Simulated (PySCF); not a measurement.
NbOCl3, SMILES [O]=[Nb]([Cl])([Cl])[Cl], multiplicity 1.

Coordinates come from a PBE0-D3(BJ)/def2-SVP optimisation. The multiplicity is an assumed one; other spin states were not compared. The isomer is the one that the SMILES or the coordinates give; other isomers of the formula were not compared. The def2 effective core potentials stand for the cores of Nb; spin–orbit coupling is left out.

Method: r2SCAN/def2-TZVP run with PySCF.

Symmetry labels are those of the subgroup Cs that the program uses (full group C3v).

Computed valence orbital energies around the gap with their symmetry:
```
orbital  symmetry  energy (eV)
-------  --------  -----------
HOMO−7         A'       -10.38
HOMO−6         A'       -10.32
HOMO−5         A'        -9.48
HOMO−4         A"        -9.48
HOMO−3         A'        -9.05
HOMO−2         A"        -8.92
HOMO−1         A'        -8.79
HOMO           A"        -8.79
LUMO           A"        -4.04
LUMO+1         A'        -4.04
LUMO+2         A'        -2.34
LUMO+3         A"        -2.34
```
